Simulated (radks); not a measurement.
Isoelectronic series with 18 electrons, all held in the configuration [Ar], which need not be the ground one along the series. Method: non-relativistic Kohn-Sham, PBE, spin-unpolarised, spherical densities, point nucleus; computed with a radial shooting solver on a logarithmic mesh with Libxc functionals. Total energies (hartree) and orbital eigenvalues (hartree):

| ion | E (hartree) | 3p | 3s |
|---|---|---|---|
| Ar | -527.34613 | -0.37801 | -0.88422 |
| K+ | -599.54697 | -0.91493 | -1.51136 |
| Ca2+ | -676.68516 | -1.58233 | -2.27012 |
| Sc3+ | -758.74697 | -2.37300 | -3.15267 |
| Ti4+ | -845.72379 | -3.28320 | -4.15501 |
| V5+ | -937.60985 | -4.31067 | -5.27477 |
| Cr6+ | -1034.40103 | -5.45393 | -6.51042 |
| Mn7+ | -1136.09429 | -6.71197 | -7.86090 |
| Fe8+ | -1242.68734 | -8.08404 | -9.32546 |
| Co9+ | -1354.17841 | -9.56960 | -10.90354 |
| Ni10+ | -1470.56610 | -11.16824 | -12.59472 |
| Cu11+ | -1591.84928 | -12.87964 | -14.39866 |
| Zn12+ | -1718.02706 | -14.70355 | -16.31512 |
| Ga13+ | -1849.09868 | -16.63976 | -18.34389 |
| Ge14+ | -1985.06353 | -18.68810 | -20.48480 |
| As15+ | -2125.92108 | -20.84845 | -22.73771 |
